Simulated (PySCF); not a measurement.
Structure from NMR data

Molecular formula: C5H9FN2Si. Simulated spectra:

$^{1}$H NMR (400 MHz, computed): δ 6.09 (m, 1H), 4.48 (s, 3H), 4.13 (q, 2H), 1.42 (t, 3H).

$^{13}$C{$^{1}$H} NMR (computed): δ 173.5 (C), 133.2 (C), 107.0 (CH), 50.7 (CH2), 19.5 (CH3).

One conformer, no relativistic terms, gas phase, averaged over atoms made equivalent by symmetry, fast rotation or ring inversion. σ from GIAO-PBE0/pcSseg-1; coordinates at the GFN2-xTB level; PySCF 2.14.0 with density-fitted response routines.

Referencing at the same level of theory: $^{1}$H, $^{13}$C vs TMS.

Question: Deduce the structure.

Answer: 
Rings plus π bonds: 3 (1 ring in the answer). 5 carbon signals for 5 carbons: no two carbons are equivalent. Carbon types of the structure: 2 × C, 1 × CH, 1 × CH2, 1 × CH3, leaving 3 H on heteroatoms. δC 173.5: aromatic carbon bearing fluorine; an ipso carbon deshielded by its heteroatom. δC 133.2: substituted aromatic carbon next to a ring nitrogen. δC 107.0: aromatic CH. δC 50.7: sp3 CH2 bonded to N; deshielded by the electronegative neighbour. δC 19.5: methyl carbon; aliphatic region, no heteroatom directly attached. δH 6.09: hydrogen on an aromatic CH; ring-current deshielding. δH 4.13: hydrogen on an sp3 CH2 bonded to N; its carbon carries N, hence the downfield position.

These data were computed for SMILES CCn1nc(F)cc1[SiH3].

The data come from this structure; uniqueness wasn't tested.

Splittings by $^{19}$F in the carbon and heteronuclear signals aren't shown, as no couplings were computed. Shifts are as computed. Against solution values, carbons near 30 ppm lie about +3 ppm off and those near 130 ppm about +5 ppm. Of 1211 compounds with measured shifts, 218 miss one by over three times the rms of a fit or turn the order of signals round; such compounds aren't used in these exercises. Multiplicities follow the n + 1 count of equivalent neighbours, as no J values were calculated; m marks all less simple cases, F and P coupling included.
